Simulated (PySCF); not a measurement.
Molecule: SMILES O=C(F)C(F)(F)F, C$_{2}$F$_{4}$O.

Numbering as in the mapped SMILES `[O:1]=[C:2]([F:3])[C:4]([F:5])([F:6])[F:7]`.

Geometry PBE0-D3(BJ)/def2-SVP throughout; GIAO in PySCF 2.14.0 with density-fitted response routines, gas phase, one conformer, non-relativistic; equivalent atoms averaged; functional PBE0.

Problem. How do the shifts δ (against H2O, TMS, CFCl3 at the same level) depend on the basis set? (ppm; last column core-seconds on 1 thread of an Arm Neoverse N1, shared host)

Solution. 
| basis set | functions | O1 | C2 | C4 | F3 | F5/F6/F7 | core-s |
| --- | --- | --- | --- | --- | --- | --- | --- |
| cc-pVDZ | 98 | 427.3 | 149.2 | 115.4 | 23.5 | -83.9 | 10 |
| def2-SVP | 98 | 431.3 | 149.3 | 116.1 | 33.8 | -72.7 | 9 |
| aug-cc-pVDZ | 161 | 418.3 | 150.3 | 114.6 | 15.2 | -80.6 | 18 |
| cc-pVTZ | 210 | 444.0 | 155.0 | 119.7 | 21.5 | -83.9 | 26 |
| def2-TZVP | 217 | 445.6 | 156.1 | 120.5 | 20.9 | -83.7 | 30 |
| IGLO-III | 245 | 449.5 | 158.1 | 121.2 | 19.8 | -85.0 | 31 |

Problem. Which nucleus moves most, in ppm?

Solution. O1 (carbonyl oxygen): from 418.3 ppm with aug-cc-pVDZ to 449.5 ppm with IGLO-III. The smallest spread is 6.7 ppm, at C4.

Problem. Taking the largest basis, IGLO-III (245 functions), as the yardstick, rank the others by their worst heavy-atom deviation.

Solution. def2-TZVP 3.9 ppm (217 functions), cc-pVTZ 5.5 ppm (210 functions), def2-SVP 18.2 ppm (98 functions), cc-pVDZ 22.2 ppm (98 functions), aug-cc-pVDZ 31.2 ppm (161 functions).

A small basis that lands close on one nucleus may do so by chance; judge by the trend and by all nuclei.
